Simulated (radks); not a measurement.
The numbers below are computed, except where a source is named.
Pb2+, configuration [Hg].

Level of theory: non-relativistic Kohn-Sham, PBE, spin-polarised, spherical densities, point nucleus; relativity is left out, which matters for an element this heavy (a radial shooting solver on a logarithmic mesh with Libxc functionals).

Energy parts (hartree):
total: -19526.9772
kinetic: 19522.4740
electron-nucleus: -46420.7858
Hartree: 7733.7262
exchange-correlation: -362.3916

Orbitals (lengths in bohr, moments of r in powers of bohr; r(max) is where P^2 peaks):
orbital,occ.,eigenvalue (hartree),<1/r>,<r>,<r^2>,r(max)
1s,2,-2903.642,81.45,0.01846,0.0004552,0.01225
2s,2,-489.7026,19.21,0.07762,0.007058,0.06651
2p,6,-471.5932,19.24,0.06555,0.005201,0.05156
3s,2,-117.1872,7.471,0.1952,0.04340,0.1813
3p,6,-108.5714,7.428,0.1858,0.03987,0.1703
3d,10,-92.49168,7.365,0.1619,0.03057,0.1335
4s,2,-26.40130,3.293,0.4267,0.2049,0.4021
4p,6,-22.61928,3.208,0.4294,0.2090,0.4006
4d,10,-15.63797,3.033,0.4337,0.2166,0.3915
4f,14,-6.18254,2.721,0.4441,0.2351,0.3452
5s,2,-4.80757,1.404,0.9493,1.009,0.8751
5p,6,-3.54117,1.297,1.019,1.169,0.9203
5d,10,-1.49722,1.029,1.269,1.863,1.063
6s,2,-0.88152,0.5198,2.425,6.587,2.148

The highest occupied level is 6s at -23.987 eV. Summed over all electrons, <r^2> = 48.63 bohr^2, which gives a Langevin (diamagnetic) susceptibility term of -38.5 x 10^-6 cm^3/mol.
